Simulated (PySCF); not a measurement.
**Input and output**

Pb4 (singlet). PySCF 2.14.0, RKS PBE0, Pb def2-SVP with ECP60; non-relativistic Hamiltonian with scalar-relativistic core potentials where named; density fitting; no spin-orbit coupling. Purpose: singlet excitations, Tamm-Dancoff PBE0.

```python
mol = gto.M(atom='''
Pb     1.58105     0.00000     0.00000
Pb    -1.58105    -0.00000    -0.00000
Pb    -0.00000     2.53962    -0.00000
Pb     0.00000    -2.53962     0.00000''',
    basis={'Pb': 'def2-SVP'},
    ecp={'Pb': 'def2-SVP'},
    charge=0, spin=0)
mf = dft.RKS(mol, xc='PBE0')
mf.grids.atom_grid = (50, 194)
mf = mf.density_fit()  # fitting sets: Pb def2-universal-JKFIT
mf.conv_tol = 1e-08; mf.max_cycle = 55
mf.kernel(dm0)  # dm0: converged density of the relaxed state
td = mf.TDA(); td.nstates = 8; td.kernel()
```

Run from Python with OMP_NUM_THREADS=4; the lines above give its settings. Where DIIS fails, smearing, a level shift and second-order steps follow.
It took 23 s on 4 threads of Arm Neoverse V1 (shared host), from an already converged density.

(1) Where do the frontier levels lie, over both spins?

(2) What are the Mulliken charges and spins?

(3) Which singlet excitations follow (Tamm-Dancoff, 8 states)?

The geometry was relaxed with TPSS (Pb def2-SVP with ECP60).

## Answers

(1) HOMO -5.37 eV, LUMO -2.98 eV. 

(2) 
| atom | charge (e) | spin (e) |
| --- | --- | --- |
| Pb1 | -0.108 | 0.000 |
| Pb2 | -0.108 | 0.000 |
| Pb3 | 0.109 | 0.000 |
| Pb4 | 0.107 | 0.000 |

(3) 
| state | eV | oscillator strength |
| --- | --- | --- |
| 1 | 1.38 | 0.0022 |
| 2 | 1.42 | 0.0000 |
| 3 | 1.55 | 0.0000 |
| 4 | 1.72 | 0.0153 |
| 5 | 1.99 | 0.0000 |
| 6 | 2.01 | 0.0000 |
| 7 | 2.16 | 0.0026 |
| 8 | 2.34 | 0.0000 |
Functionals without range separation put charge-transfer states too low; the basis has no diffuse functions.
